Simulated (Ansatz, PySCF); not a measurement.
CH9BO2Si2 (SMILES CB(O[SiH3])O[SiH3]), singlet, geometry from GFN2-xTB, with bond 4-2 at 1.8 times its length. Base run: CASSCF(4,4)/STO-3G (PySCF).

The PySCF input:
```python
from pyscf import gto, scf, mcscf
import numpy

mol = gto.M(
    atom='''
B     0.40410512    0.44366262    0.46007910
C     1.01189901    1.71625232    1.21146891
H     1.75124523    1.43751699    1.95586979
H    -0.40323138    2.73074634    2.10633895
H     1.48351568    2.39173197    0.50138323
O    -0.52557818    0.58581020   -0.49402172
Si   -1.51947998    1.41717991   -1.44380527
H    -2.85919794    0.93659781   -1.10785444
H    -1.10941510    1.08459279   -2.80754086
H    -1.41299981    2.86091480   -1.20788199
O     0.82412409   -0.78407952    0.78186651
Si    0.74755817   -2.38093609    0.55368872
H     0.32654707   -2.90683645    1.85235302
H     2.11594856   -2.75196486    0.19305284
H    -0.19474065   -2.76949884   -0.49833637
''',
    basis='sto-3g',
    verbose=4,
)

mf = scf.RHF(mol)
mf.kernel()
mc = mcscf.CASSCF(mf, 4, 4)
mc.fix_spin_(ss=0.0)
mc.kernel()
occ = numpy.linalg.eigvalsh(mc.fcisolver.make_rdm1(mc.ci, mc.ncas, mc.nelecas))[::-1]
ss = mc.fcisolver.spin_square(mc.ci, mc.ncas, mc.nelecas)[0]
print('natural occupations', occ.round(4), ' <S^2>', round(ss, 4))
```

Programs used: Ansatz (an electronic-structure program), PySCF; a row that names a program was run with it.

Each row names what was changed in the base input (with any setting that the change needs).

```json
[
 {"change": "base", "ΔE vs base (mEh)": "0.000", "natural occupations": "1.99 1.72 0.28 0.01", "<S^2> of the state": "0.00", "outcome": "converged"},
 {"change": "orbitals = fixed (CASCI); correction = SC-NEVPT2", "ΔE vs base (mEh)": "-231.2", "natural occupations": "2.00 1.78 0.22 0.00", "<S^2> of the state": "0.00", "outcome": "converged"},
 {"change": "solver = newton", "ΔE vs base (mEh)": "0.000", "natural occupations": "1.99 1.72 0.28 0.01", "<S^2> of the state": "0.00", "outcome": "converged"},
 {"change": "orbitals = fixed (CASCI)", "ΔE vs base (mEh)": "28.093", "natural occupations": "2.00 1.78 0.22 0.00", "<S^2> of the state": "0.00", "outcome": "converged"},
 {"change": "code = ansatz", "ΔE vs base (mEh)": "-5.988", "natural occupations": "-", "<S^2> of the state": "-", "outcome": "converged"},
 {"change": "correction = SC-NEVPT2", "ΔE vs base (mEh)": "-231.9", "natural occupations": "1.99 1.72 0.28 0.01", "<S^2> of the state": "0.00", "outcome": "converged"},
 {"change": "active space = 6 electrons, 8 orbitals", "ΔE vs base (mEh)": "-21.935", "natural occupations": "1.98 1.98 1.73 0.27 0.02 0.02 0.00 0.00", "<S^2> of the state": "0.00", "outcome": "converged"},
 {"change": "conv_tol = 1e-5", "ΔE vs base (mEh)": "0.007", "natural occupations": "1.99 1.72 0.28 0.01", "<S^2> of the state": "0.00", "outcome": "converged"},
 {"change": "start = MP2 natural orbitals", "ΔE vs base (mEh)": "0.000", "natural occupations": "1.99 1.72 0.28 0.01", "<S^2> of the state": "0.00", "outcome": "converged"},
 {"change": "active space = 8 electrons, 6 orbitals", "ΔE vs base (mEh)": "-", "natural occupations": "-", "<S^2> of the state": "-", "outcome": "not converged"},
 {"change": "fix_spin_ = off", "ΔE vs base (mEh)": "0.000", "natural occupations": "1.99 1.72 0.28 0.01", "<S^2> of the state": "0.00", "outcome": "converged"}
]
```

Active orbitals are taken around the Fermi level unless the row says otherwise; CASSCF can end in different local minima, and two programs can end on different orbitals. State-averaged rows give the lowest state.
